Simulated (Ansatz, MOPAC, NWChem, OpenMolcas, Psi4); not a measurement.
# SiCNClF2 (SMILES N#C[Si](F)(F)Cl): methods side by side

SiCNClF2, singlet, SMILES `N#C[Si](F)(F)Cl`. Each level relaxes the structure for itself.

Quantity: the highest harmonic wavenumber at each level's own minimum, in cm⁻¹. The values are calculated.

```json
{"level": "AM1", "kind": "semi-empirical", "program": "MOPAC", "value (cm⁻¹)": "2500"}
{"level": "PM6", "kind": "semi-empirical", "program": "MOPAC", "value (cm⁻¹)": "2305"}
{"level": "PM6-D3H4", "kind": "semi-empirical", "program": "MOPAC", "value (cm⁻¹)": "2306"}
{"level": "PM6-DH+", "kind": "semi-empirical", "program": "MOPAC", "value (cm⁻¹)": "2306"}
{"level": "HF/3-21G", "kind": "Hartree–Fock", "program": "OpenMolcas", "value (cm⁻¹)": "2568"}
{"level": "HF/6-31G* (Cartesian functions)", "kind": "Hartree–Fock", "program": "OpenMolcas", "value (cm⁻¹)": "2591"}
{"level": "PBE-D3(BJ)/def2-SVP (density fitting)", "kind": "GGA", "program": "Psi4", "value (cm⁻¹)": "2259"}
{"level": "BeckeHandH/6-31+G* (spherical functions)", "kind": "density functional", "program": "NWChem", "value (cm⁻¹)": "2443"}
{"level": "PBE0-D4/def2-TZVP", "kind": "global hybrid", "program": "Ansatz", "value (cm⁻¹)": "2353"}
```

Harmonic and unscaled. The values span 2259 to 2591 cm⁻¹.
